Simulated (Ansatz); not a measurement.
Ansatz (a quantum-chemistry and plane-wave program) input (HF/def2-TZVP):

Ansatz 0.2 input:
```yaml
crystal:
  periodic: [false, false, false]
  atoms:
    - {symbol: N, position_ang: [-0.00000000, -0.00000000, -1.26217169]}
    - {symbol: C, position_ang: [-0.00000000, -0.00000000, -0.04055002]}
    - {symbol: O, position_ang: [0.00000000, 0.00000000, 1.13481274]}
basis:
  gaussian:
    orbitals: def2-TZVP
hamiltonian:
  xc: {name: HF}
magnetization: {spin_polarized: true, initial_magnetization: 1}
relax: {f_tol: 0.003, max_steps: 100}
```

Output:

```
Functional definition: HF
integrals: 0.01 GiB planned
597 factors; their error is unknown
mean field: 0.16 GiB planned
mean field evaluation 1: about -4547.7278 eV, gradient 2.0e1 eV
mean field evaluation 2: about -4548.9856 eV, gradient 1.2e1 eV
mean field evaluation 4: about -4549.5582 eV, gradient 1.4e0 eV
mean field evaluation 8: about -4549.5926 eV, gradient 2.9e-1 eV
mean field evaluation 16: about -4549.6869 eV, gradient 2.1e-5 eV
mean field -4549.68688919 eV, -167.1979092891 hartree, gradient 2.1e-5 eV, S^2 0.843446; 0 other end points of the search recorded, 0 dependent functions left out
the calculation of the forces begins
reference -4549.68688919 eV, -167.1979092891 hartree; 11, 10 occupied and 82, 83 virtual orbitals, 597 factors
relax step   1: F+E_penalty+E_count = -4549.68688919 eV  Δ(F+E_penalty+E_count) = +0.000e0 eV  max|allowed force component| = 2.592e0 eV/Å  Δτ_max = 0.0000 Å  (68 SCF iters, accepted)
these checks for a lower state are left out or cut short: starts, cluster_reference, orbital_swaps, neighbouring_geometries, increment
integrals: 0.01 GiB planned
597 factors; their error is unknown
mean field: 0.16 GiB planned
mean field evaluation 32: about -4549.7336 eV, gradient 6.3e-3 eV
mean field -4549.73362464 eV, -167.1996267853 hartree, gradient 9.0e-5 eV, S^2 0.825906; 0 other end points of the search recorded, 0 dependent functions left out
the calculation of the forces begins
reference -4549.73362464 eV, -167.1996267853 hartree; 11, 10 occupied and 82, 83 virtual orbitals, 597 factors
relax step   2: F+E_penalty+E_count = -4549.73362464 eV  Δ(F+E_penalty+E_count) = -4.674e-2 eV  max|allowed force component| = 5.179e-1 eV/Å  Δτ_max = 0.0205 Å  (48 SCF iters, accepted)
these checks for a lower state are left out or cut short: starts, cluster_reference, orbital_swaps, neighbouring_geometries, increment
integrals: 0.01 GiB planned
597 factors; their error is unknown
mean field: 0.16 GiB planned
mean field -4549.73471691 eV, -167.1996669256 hartree, gradient 2.2e-5 eV, S^2 0.822447; 0 other end points of the search recorded, 0 dependent functions left out
the calculation of the forces begins
reference -4549.73471691 eV, -167.1996669256 hartree; 11, 10 occupied and 82, 83 virtual orbitals, 597 factors
relax step   3: F+E_penalty+E_count = -4549.73471691 eV  Δ(F+E_penalty+E_count) = -1.092e-3 eV  max|allowed force component| = 1.699e-1 eV/Å  Δτ_max = 0.0024 Å  (48 SCF iters, accepted)
these checks for a lower state are left out or cut short: starts, cluster_reference, orbital_swaps, neighbouring_geometries, increment
integrals: 0.01 GiB planned
597 factors; their error is unknown
mean field: 0.16 GiB planned
mean field -4549.73485006 eV, -167.1996718188 hartree, gradient 1.6e-5 eV, S^2 0.821433; 0 other end points of the search recorded, 0 dependent functions left out
the calculation of the forces begins
reference -4549.73485006 eV, -167.1996718188 hartree; 11, 10 occupied and 82, 83 virtual orbitals, 597 factors
relax step   4: F+E_penalty+E_count = -4549.73485006 eV  Δ(F+E_penalty+E_count) = -1.332e-4 eV  max|allowed force component| = 2.370e-2 eV/Å  Δτ_max = 0.0008 Å  (51 SCF iters, accepted)
these checks for a lower state are left out or cut short: starts, cluster_reference, orbital_swaps, neighbouring_geometries, increment
integrals: 0.01 GiB planned
597 factors; their error is unknown
mean field: 0.16 GiB planned
mean field -4549.73485181 eV, -167.1996718829 hartree, gradient 1.6e-5 eV, S^2 0.821423; 0 other end points of the search recorded, 0 dependent functions left out
the calculation of the forces begins
reference -4549.73485181 eV, -167.1996718829 hartree; 11, 10 occupied and 82, 83 virtual orbitals, 597 factors
relax step   5: F+E_penalty+E_count = -4549.73485181 eV  Δ(F+E_penalty+E_count) = -1.744e-6 eV  max|allowed force component| = 1.546e-2 eV/Å  Δτ_max = 0.0003 Å  (50 SCF iters, accepted)
these checks for a lower state are left out or cut short: starts, cluster_reference, orbital_swaps, neighbouring_geometries, increment
integrals: 0.01 GiB planned
597 factors; their error is unknown
mean field: 0.16 GiB planned
mean field -4549.73485368 eV, -167.1996719515 hartree, gradient 1.5e-5 eV, S^2 0.821395; 0 other end points of the search recorded, 0 dependent functions left out
the calculation of the forces begins
reference -4549.73485368 eV, -167.1996719515 hartree; 11, 10 occupied and 82, 83 virtual orbitals, 597 factors
relax step   6: F+E_penalty+E_count = -4549.73485368 eV  Δ(F+E_penalty+E_count) = -1.868e-6 eV  max|allowed force component| = 3.267e-5 eV/Å  Δτ_max = 0.0001 Å  (50 SCF iters, accepted)
integrals: 0.01 GiB planned
597 factors; their error is unknown
mean field: 0.16 GiB planned
mean field evaluation 64: about -4549.6455 eV, gradient 4.9e-1 eV
mean field -4549.73485368 eV, -167.1996719515 hartree, gradient 1.5e-5 eV, S^2 0.821395; 1 other end points of the search recorded, 0 dependent functions left out
the calculation of the forces begins
reference -4549.73485368 eV, -167.1996719515 hartree; 11, 10 occupied and 82, 83 virtual orbitals, 597 factors
Total energy: -4549.73485368 eV, -167.1996719515 hartree
Atom 0 at    -0.000000    -0.000000    -1.244515 Å, force     0.000000     0.000000     0.000000 eV/Å
Atom 1 at    -0.000000     0.000000    -0.035289 Å, force    -0.000000    -0.000000     0.000032 eV/Å
Atom 2 at     0.000000    -0.000000     1.111895 Å, force     0.000000     0.000000    -0.000033 eV/Å
Dipole moment:     0.000000    -0.000000     0.169722 e Å
```

It need not be the lowest isomer of its formula.
